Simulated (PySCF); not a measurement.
Isomers of [C6H9O]- (charge -1), one GFN2-xTB conformer each. Single-point energies are computed at PBE0/pcSseg-1 (PySCF, gas phase, no added dispersion term), electronic only.

Problem. Rank them by PBE0/pcSseg-1 energy, lowest first (kJ/mol).
A. `[CH2:1]=[C:2]([O-:3])[C:4]1([CH3:5])[CH2:6][CH2:7]1` (charge -1) with C1–C2–C4–C5 73°
B. `[O-:1][C:2]1([CH:3]2[CH2:4][CH2:5]2)[CH2:6][CH2:7]1` (charge -1) with O1–C2–C3–C4 174°
C. `[CH:1]#[C:2][CH2:3][C:4]([CH3:5])([CH3:6])[O-:7]` (charge -1) with C2–C3–C4–C5 56°

Solution. A (0.0), B (117.9), C (121.4).

As drawn, the lowest has a three-membered ring and a quaternary carbon, which the highest lacks. Neighbours under 21 kJ/mol apart ([O-]C1(C2CC2)CC1 and C#CCC(C)(C)[O-]) can change places with a better method, another conformer or zero-point energy. GFN2-xTB itself gives, in the same order: 0.0, 58.6, 108.3. Both levels put the same isomer lowest; measured from each level's own lowest isomer, the values differ by up to 59.3 kJ/mol ([O-]C1(C2CC2)CC1: 58.6 against 117.9).
